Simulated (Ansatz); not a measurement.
Job for Ansatz (a program for electronic structure): R-SVWN5/def2-TZVPP on H2INTe (SMILES N[Te]I), a point of a torsion scan. Elements past Kr take the def2 small-core potentials; no spin–orbit coupling.

Ansatz 0.2 input:
```yaml
crystal:
  periodic: [false, false, false]
  atoms:
    - {symbol: N, position_ang: [-1.11357209, 0.25342603, -0.11250182]}
    - {symbol: Te, position_ang: [0.76106677, 0.91818606, -0.55158289]}
    - {symbol: I, position_ang: [0.04885544, 3.48873339, -0.36078459]}
    - {symbol: H, position_ang: [-1.28119681, -0.62978011, -0.57087106]}
    - {symbol: H, position_ang: [-1.24036967, 0.09338720, 0.87967514]}
basis:
  gaussian:
    orbitals: def2-TZVPP
hamiltonian:
  xc: {name: SVWN5}
scf: {lower_state_search: off}
```

Output:

```
WARN ansatz: RAYON_NUM_THREADS=1 ignored (pool sized by the plan → 1); use --threads N
Functional definition: SVWN5
these checks for a lower state are left out or cut short: stability, starts, cluster_reference, orbital_swaps, neighbouring_geometries, increment
integrals: 0.07 GiB planned
1026 factors; their error is unknown
mean field: 0.50 GiB planned
mean field evaluation 1: about -16874.1254 eV, gradient 7.4e1 eV
mean field evaluation 2: about -16786.9306 eV, gradient 1.6e2 eV
mean field evaluation 4: about -16883.3695 eV, gradient 2.5e1 eV
mean field evaluation 8: about -16884.7150 eV, gradient 5.1e-1 eV
mean field evaluation 16: about -16884.5822 eV, gradient 2.9e-3 eV
mean field -16884.58218574 eV, -620.4969505450 hartree, gradient 5.1e-6 eV, S^2 0.000000; 0 other end points of the search recorded, 0 dependent functions left out
reference -16884.58221698 eV, -620.4969516931 hartree; 29, 29 occupied and 130, 130 virtual orbitals, 1026 factors
Total energy: -16884.58221698 eV, -620.4969516931 hartree
Checks for a lower state left out: stability, starts, cluster_reference, orbital_swaps, neighbouring_geometries, increment
```

The calculation finished and met its thresholds.

Cost: very roughly 0.9 core-seconds.
